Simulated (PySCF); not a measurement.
Compound: C₄H₇FSi.
SMILES: `F/C=C/[C@@H]1C[SiH2]1`

Torsions of this conformer, `[F:1]/[CH:2]=[CH:3]/[C@@H:4]1[CH2:5][SiH2:6]1`: C2–C3–C4–C5 -142°.

The closed-shell ground state was solved at several levels (PySCF, density fitting, gas phase, non-relativistic). Isolated species at its PBE0-D3(BJ)/def2-SVP geometry (one conformer only).

```
             level  basis functions  HOMO (eV)  LUMO (eV)  gap (eV)  dipole (D)
  LC-wPBE/pcSseg-1              144      -8.89       2.18     11.07        2.06
CAM-B3LYP/pcSseg-1              144      -7.60       1.09      8.69        2.07
     PBE0/pcSseg-1              144      -6.36       0.03      6.39        1.95
       PBE0/STO-3G               41      -3.60       3.92      7.52        1.40
  wB97X-D/pcSseg-1              144      -8.15       1.75      9.90        2.06
    B97-2/pcSseg-1              144      -6.12       0.01      6.13        1.96
BHandHLYP/pcSseg-1              144      -7.30       0.97      8.27        2.21
        PBE0/6-31G               72      -6.26       0.33      6.59        2.04
```

Q: What might mPW1PW91/pcSseg-1 (144 basis functions) give for the same quantities?

A: HOMO -6.39 eV, LUMO 0.03 eV, gap 6.42 eV, dipole 1.99 D.

Q: Over all these levels, which gives the widest orbital gap and which the narrowest?

A: LC-wPBE/pcSseg-1 (range-separated hybrid) has the widest, 11.07 eV, and B97-2/pcSseg-1 (global hybrid, 21 % exact exchange) the narrowest, 6.13 eV. The two share the basis. From the narrowest to the widest the HOMO moves by -2.77 eV and the LUMO by +2.17 eV.

Q: How much does the basis alone move the frontier levels among the 3 PBE0 rows?

A: The HOMO by 2.76 eV and the LUMO by 3.89 eV. By rising basis size (HOMO, LUMO in eV): STO-3G -3.60, 3.92; 6-31G -6.26, 0.33; pcSseg-1 -6.36, 0.03.

Q: In the pcSseg-1 basis, how does the gap go with the fixed share of exact exchange?

A: B97-2 (21 %) 6.13 eV; PBE0 (25 %) 6.39 eV; mPW1PW91 (25 %) 6.42 eV; BHandHLYP (50 %) 8.27 eV. Each rise in the share widens the gap here.

Q: How far do the dipole and the HOMO energy spread over the levels?

A: The dipole runs from 1.40 to 2.21 D (mean 1.97 D) and the HOMO from -8.89 to -3.60 eV.
